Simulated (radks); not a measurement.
The numbers below are computed, except where a source is named.
Effect of the nuclear size on the argon ion Ar3+, [Ne] 3s2 3p3. Level of theory: Dirac Kohn-Sham, PBE, spin-unpolarised, spherical densities, finite nucleus; open shells fill j = l - 1/2 first; Fermi nuclear charge, rms radius 3.4274 fm (a radial shooting solver on a logarithmic mesh with Libxc functionals). The rms radius is varied about that value; shifts are against it.

rms radius (fm)  total energy shift (eV)  density at nucleus (e/bohr^3)  1s1/2 shift (meV)  2s1/2 shift (meV)
3.047                           -0.00391                           4356              -1.64             -0.123
3.28                            -0.00157                           4349             -0.658             -0.049
3.4274                                 0                           4345              0.000              0.000
3.5645                           0.00152                           4342              0.637              0.048
4.0375                           0.00720                           4330               3.02              0.227

Slopes of the eigenvalues against <r^2> in GHz/fm^2, as finite differences over the two radii next to the reference (eigenvalue slopes, not the field-shift constants of lines): 1s1/2 161, 2s1/2 12.1.
